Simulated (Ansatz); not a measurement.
H₈N₂Si₂Sn, SMILES `[NH2][Sn][N]([SiH3])[SiH3]` at its PBE0-D4/def2-TZVP geometry, where that method's forces vanish. Charge 0, multiplicity 1. Sn: def2 effective core potential.

```xyz
13

N    -1.8062    1.8120    0.8359
Sn   -0.1785    1.0992    1.7859
N     0.4054   -0.1822    0.2526
Si    1.7643   -1.2051    0.5466
Si   -0.3601   -0.2341   -1.2932
H    -2.1994    1.5036   -0.0409
H    -2.3883    2.5178    1.2601
H     2.8749   -0.9663   -0.4175
H     1.4138   -2.6509    0.4725
H     2.2656   -0.9156    1.9216
H    -0.1848    1.0366   -2.0499
H    -1.8278   -0.4710   -1.1742
H     0.2212   -1.3441   -2.0997
```

Problem. What forces (eV/Å) does ωB97M-V/def2-TZVPP give on these atoms in the Gaussian-basis code of Ansatz? (Estimate.)

Solution. Computed: 
```
N1   0.047 -0.042 -0.006
Sn2 -0.031 -0.001 -0.047
N3  -0.018  0.035  0.044
Si4  0.161 -0.122  0.043
Si5 -0.113  0.012 -0.176
H6  -0.006  0.034  0.041
H7   0.009 -0.022 -0.026
H8  -0.125 -0.027  0.105
H9   0.040  0.162  0.006
H10 -0.052 -0.031 -0.146
H11 -0.020 -0.138  0.083
H12  0.162  0.025 -0.013
H13 -0.052  0.116  0.093
```
